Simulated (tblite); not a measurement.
Species: C₅H₇O₂ (doublet state).
Cartesian coordinates in Å at the GFN2-xTB level; atoms count from 1:
```xyz
14
C5H7O2 angstrom
C     -0.8027   -1.3169    0.6411
C     -0.4121   -0.2080   -0.0672
C     -1.1189    0.9848   -0.1122
O     -2.2759    1.2382    0.5300
C      0.8954   -0.2399   -0.8193
C      2.0087    0.4342   -0.0606
O      1.9123    0.9788    1.0002
H     -1.7092   -1.3512    1.2203
H     -0.2036   -2.2072    0.6494
H     -0.7771    1.8288   -0.6885
H     -2.5136    0.4795    1.0791
H      0.8097    0.2637   -1.7861
H      1.2047   -1.2690   -1.0158
H      2.9817    0.3838   -0.5925
```

The geometry is computed with GFN2-xTB (gas phase). This method treats the open shell by occupation alone, without spin polarisation.

Masses are those of the commonest isotopes; rigid-rotor values at the optimised geometry. The values belong to one conformer with, in the numbering `[CH2:1]=[C:2]([CH:3][OH:4])[CH2:5][CH:6]=[O:7]`, C1–C2–C3–O4 0°, C2–C3–O4–H 4°, C1–C2–C5–C6 -99°, C2–C5–C6–O7 -2°.

**Question.** Give the principal moments of inertia and the rotational constants in cm⁻¹.

**Answer.** Ia = 116.67, Ib = 282.65, Ic = 326.58 u·Å²; 505379 MHz·u·Å²/I gives 4332, 1788 and 1547 MHz, that is A = 0.14449, B = 0.05964, C = 0.05162 cm⁻¹.

**Question.** Classify the top.

**Answer.** An asymmetric top: κ = (2 × 1788 − 4332 − 1547)/(4332 − 1547) = -0.83.

**Question.** Is it planar, by Δ = Ic − Ia − Ib?

**Answer.** Not planar: Δ = Ic − Ia − Ib = -72.75 u·Å². For a rigid frame Δ = −2 Σ m c², so Σ m c² = 36.37 u·Å² lies off the ab plane: 8.91 from hydrogen and 27.46 from heavier atoms. The atom farthest from that plane is 1.89 Å away.

**Question.** Give the other two planar moments, Paa and Pbb, and the rms extents of the mass along the axes.

**Answer.** Paa = Σ m a² = (Ib + Ic − Ia)/2 = 246.28 and Pbb = Σ m b² = (Ia + Ic − Ib)/2 = 80.30 u·Å². With the mass M = 99.04 u, the rms extents √(P/M) along a, b and c are 1.58, 0.90, 0.61 Å.

**Question.** Where do the levels up to J = 4 lie, in K?

**Answer.** Above 0(0,0), as E/k:
J = 1: 1(0,1) 0.160, 1(1,1) 0.282, 1(1,0) 0.294
J = 2: 2(0,2) 0.479, 2(1,2) 0.591, 2(1,1) 0.625, 2(2,1) 0.992, 2(2,0) 0.992
J = 3: 3(0,3) 0.957, 3(1,3) 1.053, 3(1,2) 1.122, 3(2,2) 1.472, 3(2,1) 1.476, 3(3,1) 2.112, 3(3,0) 2.112
J = 4: 4(0,4) 1.589, 4(1,4) 1.669, 4(1,3) 1.784, 4(2,3) 2.112, 4(2,2) 2.123, 4(3,2) 2.753, 4(3,1) 2.754, 4(4,1) 3.647, 4(4,0) 3.647
The levels of one J sum to (2J + 1)J(J + 1)(A + B + C)/3.

**Question.** Estimate the classical rotational partition function at 100 K, 298.15 K and 500 K.

**Answer.** Point group C1, symmetry number σ = 1; q = (√π/σ)·√((kT/h)³/(ABC)), k/h = 20836.6 MHz/K: 48700 at 100 K, 251000 at 298.15 K, 544000 at 500 K.

For this open shell read J as N, the rotation without spin; fine and hyperfine splittings come on top. Its GFN2-xTB frequencies are all real (lowest 19 cm⁻¹). Constants of a rigid frame at the computed geometry: no zero-point averaging, no centrifugal distortion.
